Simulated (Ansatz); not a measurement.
Geometry optimisation, Ansatz, RKS PBE-D4/def2-mTZVP.

Input:

```yaml
crystal:
  periodic: [false, false, false]
  atoms:
    - { symbol: B, position_ang: [0.0, 0.0, 0.0] }
    - { symbol: O, position_ang: [0.0, 0.0, 1.76] }
    - { symbol: H, position_ang: [-0.9095, -0.2814, 2.0971] }
    - { symbol: O, position_ang: [1.2211, 0.0, -0.705] }
    - { symbol: H, position_ang: [1.5209, -0.9519, -0.8599] }
    - { symbol: O, position_ang: [-1.2211, 0.0, -0.705] }
    - { symbol: H, position_ang: [-1.7308, -0.8467, -0.4965] }
    - { symbol: S, position_ang: [0.0982, 2.076, 0.6906] }
    - { symbol: H, position_ang: [0.6507, 2.1151, 1.9763] }
    - { symbol: H, position_ang: [0.0529, 1.1186, 1.6867] }
basis:
  gaussian: { orbitals: def2-mTZVP }
hamiltonian:
  xc: pbe
  dispersion: d4
relax:
  f_tol: 0.15
  max_steps: 25
  restrain:
    - { distance: [0, 7], at: 1.89, k: 30.0 }
    - { distance: [9, 1], at: 1.01, k: 30.0 }
    - { distance: [0, 1], at: 2.61, k: 30.0 }
    - { distance: [9, 7], at: 2.6, k: 30.0 }
output:
  orbitals: {}
```

Run as:

```bash
$ ansatz run input.yaml --threads 4 --pin off --max-ram 5120MiB --backend cpu --events-out ev --progress --plain --runs-dir out
```

Problem. Where does it end, and by what steps?

Solution. It converged. The restraints hold the end off the free minimum; the threshold counts their pulls, which the force column leaves out. Restrained pairs: B1–S8 (2.19 → 1.88 Å), O2–H10 (1.12 → 0.99 Å), B1–O2 (1.76 → 2.62 Å), S8–H10 (1.38 → 2.60 Å). After 12 steps the energy has fallen by 4.171 eV (the restraints' own energy left out); H9 moved furthest, 1.48 Å.

```tsv
step	energy less start (eV)	largest force component (eV/Å)	accepted
0	0.0000	6.457	yes
1	-1.6911	3.333	yes
2	-2.2461	2.864	yes
3	-2.6275	3.034	yes
4	-3.1980	1.338	yes
5	-3.4090	1.041	yes
6	-3.6393	1.166	yes
7	-3.8345	0.994	yes
8	-3.9842	0.741	yes
9	-4.1112	0.625	yes
10	-4.1635	0.595	yes
11	-4.1530	0.504	no
12	-4.1714	0.504	yes
```

```xyz
10
Properties=species:S:1:pos:R:3
B -0.040 0.583 -0.159
O -0.163 -0.460 2.237
H -1.135 -0.558 2.224
O 1.202 0.053 -0.418
H 1.205 -0.911 -0.558
O -1.268 0.059 -0.500
H -1.222 -0.812 -0.937
S -0.099 2.334 0.517
H 1.254 2.426 0.665
H -0.053 0.516 2.373
```

Run time: 16 s on 4 threads of Arm Neoverse V2, with other jobs on the host, peak memory 0.17 GiB.
